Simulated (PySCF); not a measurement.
# Radial density of Ce (cerium, neutral)

UHF, [Xe] 4f2 6s2, one real determinant (an excited configuration). Computed with PySCF 2.14 in ANO-RCC-VTZP (8s7p5d3f2g1h, 104 functions), with scalar relativity by spin-free X2C-1e.

| r (bohr) | 4πr²ρ (e/bohr) | 4πr²(ρα − ρβ) |
| --- | --- | --- |
| 0.0205 | 74.67 | 0.0009 |
| 0.0346 | 66.52 | 0.0021 |
| 0.0581 | 90.91 | 0.0031 |
| 0.0978 | 90.59 | -0.0007 |
| 0.164 | 76.72 | 0.0383 |
| 0.277 | 70.35 | 0.3252 |
| 0.465 | 31.64 | 1.2031 |
| 0.783 | 27.61 | 1.7073 |
| 1.32 | 8.976 | 1.0408 |
| 2.21 | 3.414 | 0.2024 |
| 3.72 | 0.6703 | 0.0163 |
| 6.26 | 0.2585 | -0.0030 |
| 10.5 | 0.01146 | -0.0004 |
| 17.7 | 7.026e-05 | 0.0000 |

Densities and radii are taken from the X2C orbitals without a picture-change correction, which distorts them close to the nucleus.

⟨L²⟩ = 24.03 against 30 for a pure H term, so this real determinant mixes terms. Spin-orbit coupling, absent here, splits the open shell strongly.

Q: Where is the radial spin density 4πr²(ρα − ρβ) most negative, and why is it negative at all?

A: Around r = 6.26 bohr, down to -0.0030 e/bohr: exchange with the open shell polarises the paired shells in an unrestricted calculation.
